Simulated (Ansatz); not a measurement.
Consider the ligand exchange at a Ge–I bond: `[GeH3][I]` + `O[SiH2]O` → `O[SiH2][O][GeH3]` + HI.

Gas-phase electronic energies from Ansatz, PBE0-D4/def2-TZVP geometries. CBS: MP2 limit from def2 TZ/QZ plus the TZ coupled-cluster correction, frozen cores. Functionals use def2-TZVPP. B3LYP here is the variant with VWN-RPA as its local correlation; programs differ in this. Elements past krypton have def2 core potentials. For Ge, I outer-core shells are correlated without core-valence functions, which leaves a few kJ/mol of doubt a bond. Scalar relativity is left out up to krypton. One conformer a species, not always the lowest.

`[GeH3][I]`:

Cartesian coordinates in Å:
```
Ge -0.013 0.195 -0.113
I 0.131 -1.977 1.144
H -1.465 0.678 -0.037
H 0.407 -0.080 -1.560
H 0.940 1.185 0.565
```

`O[SiH2]O`:

Cartesian coordinates in Å:
```
O -1.260 -0.062 -0.715
Si -0.069 0.177 0.389
O 1.409 -0.321 -0.125
H -1.221 0.441 -1.530
H 0.123 1.617 0.677
H -0.520 -0.593 1.571
H 1.539 -1.260 -0.267
```

`O[SiH2][O][GeH3]`:

Cartesian coordinates in Å:
```
O 0.176 -0.753 2.000
Si -0.708 -0.985 0.634
O -0.663 0.292 -0.374
Ge 0.647 1.079 -1.286
H -0.154 -0.123 2.642
H -2.139 -1.198 0.964
H -0.091 -2.176 0.003
H 1.267 2.159 -0.388
H -0.020 1.693 -2.523
H 1.685 0.012 -1.671
```

HI:

```xyz
2

I    -0.801    0.079   -0.019
H     0.801   -0.079    0.019
```

Question: Is it downhill or uphill in electronic energy at CCSD(T)/CBS, and by how much? (An estimate is asked.)

Answer: Computed: Uphill: ΔE = +0.49 eV.

Question: What do these levels give: B3LYP-D4, CAM-B3LYP-D4, B2PLYP, r2SCAN, HF/def2-TZVPP, MP2/CBS(def2)? (An estimate is asked.)

Answer: The calculation gave: B3LYP-D4 0.47, CAM-B3LYP-D4 0.41, B2PLYP 0.47, r2SCAN 0.52, HF/def2-TZVPP 0.45, MP2/CBS(def2) 0.56 eV.

Largest T1 diagnostic among the species: 0.012.

At CCSD(T), def2-SVP lies −0.16 eV from the extrapolated value and def2-TZVPP −0.09 eV. Leaving LDA and LC-ωPBE aside and taking each functional with its dispersion term where it has one, the values, not all of them listed here, spread over 0.18 eV, from B97M-V to HSE06-D4. LDA lies −0.04 eV from PBE without D4.
